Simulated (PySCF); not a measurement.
# TaF₂ + NH₃ → HTaN + 2 HF

Level: PBE0 in the def2-TZVP basis family, computed in PySCF with density fitting; scalar-relativistic core potentials for atoms from Rb on, none lighter, no spin–orbit coupling; open shells unrestricted.

```tsv
species	state and structure	E (Eh)	ZPE (kJ/mol)	H(298 K) − H(0) (kJ/mol)	S° (J/(mol K))
TaF₂	quartet, D∞h, Ta–F 1.880 Å (×2)	-256.64760	8.4	13.8	297.7
NH₃	singlet, C3v, N–H 1.013 Å (×3); H–N–H 107.1° (×3)	-56.51312	90.6	10.0	192.4
HTaN	doublet, Cs, Ta–H 1.770 Å, Ta–N 1.679 Å; H–Ta–N 97.5°	-112.20062	21.4	10.4	266.0
HF	singlet, C∞v, H–F 0.920 Å	-100.39188	24.9	8.7	173.6
```

Q: What is the electronic reaction energy?

A: At PBE0/def2-TZVP, ΔE = 463.0 kJ/mol from the differences of the total energies times 2625.5, uphill. 

Q: Add zero-point, thermal and entropy terms for 298.15 K and 1 bar.

A: ΔZPE = -27.8 and Δ[H(298) − H(0)] = 4.0 kJ/mol give ΔH° = 439.2 kJ/mol. ΔS° = 123.1 J/(mol K), so ΔG° = 439.2 − 298.15 × (0.1231) = 402 kJ/mol.

Spin–orbit coupling can matter for TaF₂, HTaN and is left out. Open d or f shells are single determinants, so the state found may not be the ground state. The structures come from searches over a few start shapes, so lower isomers are not excluded.
